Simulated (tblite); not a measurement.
Compound: C₆H₅FO₂.
Numbering: `[F:1]/[CH:2]=[CH:3]\[C:4]1=[CH:5][O:6][CH:7]=[CH:8][O:9]1` (hydrogens: H10 on C2; H11 on C3; H12 on C5; H13 on C7; H14 on C8)

Computed with GFN2-xTB (tblite), gas phase: Langevin dynamics at 300 K from the optimised GFN2-xTB geometry, time step 0.5 fs, friction 0.01 fs⁻¹, 2000 steps.

Start geometry:
```
atom  x, y, z in Å
F1     -1.032    2.714   -0.394
C2     -1.946    1.741   -0.367
C3     -1.663    0.450   -0.199
C4     -0.353   -0.129   -0.020
C5     -0.174   -1.445    0.142
O6      1.043   -2.058    0.318
C7      2.097   -1.151    0.313
C8      1.935    0.151    0.153
O9      0.716    0.767   -0.026
H10    -2.947    2.127   -0.498
H11    -2.485   -0.246   -0.195
H12    -0.988   -2.149    0.150
H13     3.049   -1.628    0.452
H14     2.747    0.856    0.148
```

The statistics below take the 31 frames saved every 25 fs from 250 to 1000 fs; their kinetic temperature (all 3N coordinates) averages 314 K.

Problem. How do the bond lengths spread?

Solution. 
```
  bond  start (Å)  mean (Å)  standard deviation (Å)  shortest (Å)  longest (Å)
 F1–C2      1.335     1.342                   0.030         1.266        1.409
 C2=C3      1.333     1.336                   0.026         1.277        1.412
 C3–C4      1.443     1.445                   0.030         1.395        1.528
 C4=C5      1.338     1.339                   0.018         1.297        1.376
 C5–O6      1.374     1.373                   0.022         1.332        1.434
 O6–C7      1.391     1.392                   0.030         1.328        1.463
 C7=C8      1.321     1.324                   0.021         1.281        1.358
 C8–O9      1.377     1.384                   0.031         1.334        1.446
 C4–O9      1.395     1.403                   0.032         1.327        1.485
C2–H10      1.080     1.088                   0.018         1.051        1.141
C3–H11      1.078     1.085                   0.033         1.018        1.154
C5–H12      1.076     1.081                   0.023         1.038        1.144
C7–H13      1.074     1.077                   0.025         1.037        1.155
C8–H14      1.076     1.076                   0.016         1.052        1.112
```

Problem. Give the same statistics for bond angles, one of each kind among heavy atoms.

Solution. 
```
   angle  start (°)  mean (°)  standard deviation (°)  smallest (°)  largest (°)
F1–C2–C3      124.3     123.6                     4.0         113.6        130.4
C2–C3–C4      126.7     127.0                     3.9         121.4        136.5
C3–C4–C5      122.1     122.5                     3.4         115.1        128.4
C3–C4–O9      115.9     115.9                     3.5         108.8        124.3
C5–C4–O9      121.9     121.3                     2.6         115.5        125.3
C4–C5–O6      125.0     124.7                     2.9         117.6        130.1
C5–O6–C7      112.3     112.5                     3.7         106.0        121.8
O6–C7–C8      123.4     123.0                     3.2         115.7        129.4
C7–C8–O9      124.4     123.7                     3.0         118.0        130.5
C4–O9–C8      113.0     113.0                     3.1         106.5        117.9
```

Problem. How far does each atom move about its mean position (frames aligned on the start, all atoms weighted alike), and what rms force does it feel?

Solution. 
| atom | rms displacement (Å) | rms force (eV/Å) |
| --- | --- | --- |
| F1 | 0.16 | 1.22 |
| C2 | 0.08 | 2.06 |
| C3 | 0.09 | 2.32 |
| C4 | 0.11 | 1.58 |
| C5 | 0.07 | 1.50 |
| O6 | 0.10 | 1.36 |
| C7 | 0.07 | 1.79 |
| C8 | 0.09 | 1.83 |
| O9 | 0.20 | 1.31 |
| H10 | 0.16 | 0.70 |
| H11 | 0.15 | 1.15 |
| H12 | 0.15 | 0.85 |
| H13 | 0.18 | 0.84 |
| H14 | 0.12 | 0.70 |

The displacements run from 0.07 to 0.20 Å, the largest at O9.

Problem. How widely does the potential energy scatter, against a harmonic estimate?

Solution. Mean 0.43 eV above the start, standard deviation 0.091 eV, range 0.26 to 0.63 eV. For 36 classical harmonic modes at 300 K the canonical values are 36kT/2 = 0.47 eV and kT·√(36/2) = 0.110 eV.

The run is classical and short, so these are rough statistics of one trajectory.

The cost below is that of the whole dynamics run. Time: 12 s wall; peak memory 0.18 GiB. Hardware: an Arm Neoverse V1 with one thread, shared host with 32 logical CPUs at a one-minute load of 37.
